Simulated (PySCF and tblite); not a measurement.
Results of a calculation; reference values are marked as such.
C5H9BrO, numbered as in [Br:1][CH:2]1[CH2:3][CH2:4][O:5][CH2:6][CH2:7]1.

Geometries PBE0-D3(BJ)/def2-SVP; weights from PBE0-D3(BJ)/def2-TZVP energies and GFN2-xTB thermal corrections, with symmetry numbers and mirror pairs. Conformers within 4 kcal/mol (GFN2-xTB free energy) were kept, 5 at most. Run with PySCF (density fitting) and tblite.

Rotational constants are equilibrium values for the commonest isotopes; dipoles come from the energy level named.

The 6-ring runs over atoms 2–3–4–5–6–7.

```tsv
conformer	shape	symmetry
1	6-ring chair (all substituents equatorial)	Cs
2	6-ring chair (Br1 axial)	Cs
```

Task: Give the rotational constants and dipole components, as needed to look for these species in a jet-cooled rotational spectrum.

Result: 
| conformer | A (MHz) | B (MHz) | C (MHz) | abs μa (D) | abs μb (D) | abs μc (D) | κ | Ic−Ia−Ib (u Å²) |
| --- | --- | --- | --- | --- | --- | --- | --- | --- |
| 1 | 4683 | 888 | 779 | 1.27 | 0.00 | 1.03 | -0.94 | -28.2 |
| 2 | 3337 | 1159 | 1069 | 0.60 | 0.00 | 1.44 | -0.92 | -114.5 |
